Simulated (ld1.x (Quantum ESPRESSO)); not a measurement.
# carbon (C), TM: configuration errors across variants

- Element: C (Z = 6)
- Generator: ld1.x (Quantum ESPRESSO) 7.5
- Type: norm-conserving Troullier–Martins (Kleinman–Bylander form)
- Functional: PW91
- Relativity: non-relativistic
- Frozen core: [He]
- Valence charge: 4
- Reference configuration: 2s2 2p2
- Partial waves: 2s (bound): rc 1.00 bohr; 2p (bound): rc 2.95 bohr
- Local potential: all-electron potential smoothed inside 1.75 bohr (lloc = -2)
- Core correction: Bessel-smoothed model core inside 0.90 bohr

All-electron excitation energies from the reference (eV): (1) 2s2 2p1 10.932; (2) 2s2 2p0 35.168; (3) 2s1 2p0 83.403; (4) 2s1 2p3 8.451; (5) 2s2 2p1.5 3.996; (6) 2s1 2p2 19.652; (7) 2s2 2p2.3 -1.175.

Errors AE − PS in meV (a dash: test not solved or not reliable):

```tsv
change	(1)	(2)	(3)	(4)	(5)	(6)	(7)	bound ghosts
base	+200	+1676	+3882	-31	+31	-73	+3.7	none
local potential all-electron potential smoothed inside 1.22 bohr (lloc = -2)	+129	+1070	+2073	-34	+19	-135	+2.1	none
local potential all-electron potential smoothed inside 1.36 bohr (lloc = -2)	+129	+1066	+2063	-34	+19	-136	+2.0	none
local potential all-electron potential smoothed inside 1.74 bohr (lloc = -2)	+200	+1676	+3882	-31	+31	-73	+3.7	none
local potential all-electron potential smoothed inside 1.90 bohr (lloc = -2)	+136	+1129	+2206	-34	+20	-132	+2.1	none
local potential all-electron potential smoothed inside 2.12 bohr (lloc = -2)	+129	+1089	+2120	-34	+19	-140	+1.8	none
local potential all-electron potential smoothed inside 2.38 bohr (lloc = -2)	+124	+1070	+2088	-34	+18	-147	+1.5	none
local potential all-electron potential smoothed inside 2.64 bohr (lloc = -2)	+116	+1046	+2051	-35	+16	-158	+1.0	none
local potential all-electron potential smoothed inside 2.88 bohr (lloc = -2)	+110	+1029	+2028	-35	+14	-167	+0.5	none
local potential all-electron potential smoothed inside 3.48 bohr (lloc = -2)	+88	+975	+1958	-36	+8.3	-201	-1.5	none
```

Give the same row for: local potential all-electron potential smoothed inside 3.22 bohr (lloc = -2).

+100, +1004, +1995, -35, +12, -182, -0.3; bound ghosts: none.
